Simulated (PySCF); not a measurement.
C4H8AlFO (SMILES C=C[CH2][Al]([F])[O]C), singlet, at a GFN2-xTB geometry (such geometries of metal compounds can be far from the true shape), atoms displaced at random by about 0.08 Å a coordinate; B3LYP/STO-3G, gradient run with PySCF.

PySCF was given this input:
```python
from pyscf import gto, scf, dft

mol = gto.M(
    atom='''
Al   -0.331612   -0.110275    0.878005
C     1.517045   -0.078859    0.695362
C     1.939682   -0.404341   -0.844846
C     2.278647    0.671677   -1.399465
H     1.999403   -0.831599    1.153966
H     1.902296    0.857239    1.047887
H     2.052075   -1.441153   -1.028792
H     2.059560    1.763570   -1.496167
H     2.562978    0.238419   -2.680295
F    -1.041925   -0.609695    2.401315
O    -1.302221    0.078948   -0.288091
C    -2.047998    0.430138   -1.588887
H    -2.706193   -0.615476   -1.890925
H    -2.666622    1.403509   -1.489626
H    -1.454229    0.545406   -2.410207
''',
    basis='sto-3g',
    charge=0,
    spin=0,
    verbose=4,
)

mf = dft.RKS(mol)
mf.xc = 'b3lyp'
mf.grids.level = 5
mf.kernel()
g = mf.nuc_grad_method()
g.grid_response = False
grad = g.kernel()
```

Output, abridged:

```
PySCF version 2.14.0

[INPUT] verbose = 4
[INPUT] num. atoms = 15
[INPUT] num. electrons = 62
[INPUT] charge = 0
[INPUT] spin (= nelec alpha-beta = 2S) = 0
[INPUT] symmetry False subgroup None
[INPUT] Mole.unit = angstrom
[INPUT] Symbol           X                Y                Z      unit          X                Y                Z       unit  Magmom
[...]
nuclear repulsion = 348.31734710034
number of shells = 31
number of NR pGTOs = 141
number of NR cGTOs = 47
basis = sto-3g
ecp = {}

******** <class 'pyscf.dft.rks.RKS'> ********
method = RKS
initial guess = minao
damping factor = 0
level_shift factor = 0
DIIS = <class 'pyscf.scf.diis.CDIIS'>
diis_start_cycle = 1
diis_space = 8
diis_damp = 0
SCF conv_tol = 1e-09
SCF conv_tol_grad = None
SCF max_cycles = 50
direct_scf = True
direct_scf_tol = 1e-13
XC library pyscf.dft.libxc version 7.1.2
    S. Lehtola, C. Steigemann, M. J. T. Oliveira, and M. A. L. Marques,  SoftwareX 7, 1–5 (2018)
XC functionals = b3lyp
    P. J. Stephens, F. J. Devlin, C. F. Chabalowski, and M. J. Frisch,  J. Phys. Chem. 98, 11623 (1994)
radial grids:
    Treutler-Ahlrichs [JCP 102, 346 (1995); DOI:10.1063/1.469408] (M4) radial grids

becke partition: Becke, JCP 88, 2547 (1988); DOI:10.1063/1.454033
pruning grids: <function nwchem_prune>
grids dens level: 5
symmetrized grids: False
atomic radii adjust function: <function treutler_atomic_radii_adjust>
small_rho_cutoff = 0
Set gradient conv threshold to 3.16228e-05
Initial guess from minao.
tot grids = 490136
init E= -567.616549132158
[...]
cycle= 1 E= -567.055696649462  delta_E= 0.561  |g|= 0.768  |ddm|= 4.84
[...]
cycle= 2 E= -566.787541948931  delta_E= 0.268  |g|= 1.28  |ddm|= 2.87
[...]
cycle= 3 E= -567.295836364823  delta_E= -0.508  |g|= 0.115  |ddm|= 1.73
[...]
cycle= 4 E= -567.299487348739  delta_E= -0.00365  |g|= 0.0523  |ddm|= 0.249
[...]
cycle= 5 E= -567.300393202837  delta_E= -0.000906  |g|= 0.00522  |ddm|= 0.0811
[...]
cycle= 6 E= -567.3004025679  delta_E= -9.37e-06  |g|= 0.00136  |ddm|= 0.00944
[...]
cycle= 7 E= -567.300403269405  delta_E= -7.02e-07  |g|= 0.000459  |ddm|= 0.00275
[...]
cycle= 8 E= -567.300403340132  delta_E= -7.07e-08  |g|= 0.000153  |ddm|= 0.000921
[...]
cycle= 9 E= -567.300403348745  delta_E= -8.61e-09  |g|= 3.19e-05  |ddm|= 0.000258
[...]
cycle= 10 E= -567.300403348905  delta_E= -1.6e-10  |g|= 2.27e-05  |ddm|= 6.21e-05
[...]
Extra cycle  E= -567.300403348574  delta_E= 3.31e-10  |g|= 3.99e-05  |ddm|= 7.68e-05
converged SCF energy = -567.300403348574

******** <class 'pyscf.grad.rks.Gradients'> for <class 'pyscf.dft.rks.RKS'> ********
unit = Eh/Bohr
grid_response = False
--------------- RKS gradients ---------------
         x                y                z
0 Al    -0.0058500746     0.0367283947    -0.1249836982
1 C     0.0312850388    -0.0084583991     0.0728248755
2 C     0.0497418886    -0.0001340710    -0.1756814084
3 C    -0.0515491633    -0.0377896216     0.2595280227
4 H    -0.0379184855     0.0645167469    -0.0613543862
5 H    -0.0150725885    -0.0176664325     0.0022763269
6 H    -0.0069055447     0.0265809965     0.0213661807
7 H    -0.0055124656     0.0176616998    -0.0305626259
8 H     0.0073985431    -0.0502452323    -0.0830603132
9 F    -0.0243585557    -0.0208308663     0.0586369395
10 O     0.1007068648    -0.0354950842     0.1357346296
11 C     0.0577101114     0.0779746854    -0.1128856741
12 H    -0.0274411031    -0.0731154075    -0.0225804050
13 H    -0.0080072884     0.0333733670    -0.0030740389
14 H    -0.0642127130    -0.0130927975     0.0637989385
----------------------------------------------
```
